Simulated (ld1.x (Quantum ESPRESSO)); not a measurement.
Results of a calculation; reference values are marked as such.
Pseudopotentials across the periodic table

Generated with ld1.x 7.5 (TM, RRKJ, ultrasoft, PAW), atompaw 4.2 or ONCVPSP 4.0.1. The cutoff is in Ry: for ld1.x and atompaw files where the sum of valence levels is converged to 10 mRy in a Bessel basis, for ONCV files where the hardest occupied wave has 1 mHa per electron of residual kinetic energy. The error is the largest all-electron minus pseudo excitation energy over each file’s own four to seven test configurations (ionisations up to +4, promotions, holes and added fractions of an electron), all of which were solved. The labels leave out finer settings (local radius, basis sizes, second energies), which also bear on the numbers. Spin-polarised tests are not counted. The rows are a selection from randomly drawn settings: files with unsolved tests, undetermined cutoffs or missed reference levels are left out.

A true bound ghost makes a file unfit for plane-wave use even where its test errors are small: the radial tests pick states by their node count and pass the ghost by.

```csv
element,potential,cutoff (Ry),largest error (meV),bound ghosts
Br,"TM, PBE, scalar-relativistic, rc 1.35/1.55/1.35 (spd), local smoothed, core correction no, reference 4s1.75 4p5.25",45,-5.3,d
Ba,"RRKJ, PBEsol, fully relativistic, rc 3.25/3.05/2.20 (spd), local s, core correction yes, reference 5p6 5d0 6s0 6p0",10,-405,none
Hg,"TM semilocal, PBEsol, non-relativistic, rc 2.55/2.70/1.70 (spd), local s, core correction yes, reference 5d10 6s1 6p0",50,-106,none
Tl,"TM, PBE, scalar-relativistic, rc 1.70/2.30 (sp), local p, core correction yes, reference 6s2 6p1",30,-387,none
```

Task: Fill in the row for N: TM, PW91, non-relativistic, rc 0.70/1.15/1.05 (spd), local p, core correction no, reference 2s2 2p1.

Result: cutoff 140 Ry, largest error +382 meV, bound ghosts: none.

Task: Fill in the row for O: ultrasoft, PBE, scalar-relativistic, rc 1.05/1.00/1.05 (spd), local smoothed, core correction yes, reference 2s1.5 2p4.5.

Result: cutoff 70 Ry, largest error +448 meV, bound ghosts: none.

Task: Fill in the row for Ne: ultrasoft, PBE, non-relativistic, rc 0.50/1.00 (sp), local smoothed, core correction yes, reference 2s2 2p4.

Result: cutoff 160 Ry, largest error +370 meV, bound ghosts: none.
